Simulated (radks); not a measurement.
Values are calculated unless marked as measured or tabulated.
The iridium ion Ir4+, 73 electrons, occupied as [Xe] 4f14 5d5.

Level of theory: scalar-relativistic Kohn-Sham, PBE, spin-polarised, spherical densities, finite nucleus; open shells are filled with parallel spins first (spin-orbit coupling, left out, can overturn this in heavy ions); Fermi nuclear charge, rms radius 5.4032 fm (a radial shooting solver on a logarithmic mesh with Libxc functionals).

Energy parts (eV):
part                       energy
total                  -484922.30
kinetic                 538888.55
electron-nucleus      -1199670.05
Hartree                 185240.02
exchange-correlation     -9380.82

Orbitals (lengths in bohr, moments of r in powers of bohr; r(90%) holds 90 % of the orbital's charge):
| orbital | occ. | eigenvalue (eV) | <1/r> | r(90%) |
|---|---|---|---|---|
| 1s up | 1 | -76147.76 | 92.15 | 0.0318 |
| 1s down | 1 | -76147.77 | 92.15 | 0.0318 |
| 2s up | 1 | -13360.99 | 21.59 | 0.114 |
| 2s down | 1 | -13360.61 | 21.59 | 0.114 |
| 2p up | 3 | -11616.95 | 19.36 | 0.108 |
| 2p down | 3 | -11616.64 | 19.36 | 0.108 |
| 3s up | 1 | -3161.220 | 8.002 | 0.279 |
| 3s down | 1 | -3161.091 | 8.002 | 0.279 |
| 3p up | 3 | -2650.991 | 7.338 | 0.286 |
| 3p down | 3 | -2650.844 | 7.338 | 0.286 |
| 3d up | 5 | -2088.515 | 6.918 | 0.269 |
| 3d down | 5 | -2088.250 | 6.918 | 0.269 |
| 4s up | 1 | -711.5615 | 3.418 | 0.607 |
| 4s down | 1 | -711.2055 | 3.417 | 0.607 |
| 4p up | 3 | -544.1367 | 3.095 | 0.654 |
| 4p down | 3 | -543.8064 | 3.094 | 0.654 |
| 4d up | 5 | -338.2833 | 2.766 | 0.715 |
| 4d down | 5 | -337.8955 | 2.767 | 0.714 |
| 4f up | 7 | -109.5326 | 2.315 | 0.870 |
| 4f down | 7 | -108.8973 | 2.323 | 0.862 |
| 5s up | 1 | -145.7622 | 1.378 | 1.39 |
| 5s down | 1 | -142.8408 | 1.393 | 1.38 |
| 5p up | 3 | -102.2809 | 1.177 | 1.62 |
| 5p down | 3 | -98.6052 | 1.191 | 1.61 |
| 5d up | 5 | -52.0951 | 0.8717 | 2.20 |
| 5d down | 0 | -47.8542 | 0.8712 | 2.23 |

The highest occupied level is 5d up at -52.095 eV. The electron density at the nucleus is 1.948e+06 e/bohr^3 (large components only). The density falls to 0.001 e/bohr^3 at r = 3.14 bohr. For comparison, the ionisation energy in NIST's Atomic Spectra Database is 57 eV (theoretical). In exact Kohn-Sham theory the highest level is minus the ionisation energy, but local and semilocal functionals leave it too shallow, through self-interaction and a potential that decays too fast; potentials with the right tail come closer. Summed over all electrons, <r^2> = 33.02 bohr^2, which gives a Langevin (diamagnetic) susceptibility term of -26.1 x 10^-6 cm^3/mol. Spin moment in Bohr magnetons: 5. The spin density at the nucleus is -32.21 e/bohr^3 (1s -0.26, 2s -3.20, 3s 0.17, 4s 3.62, 5s -32.55).
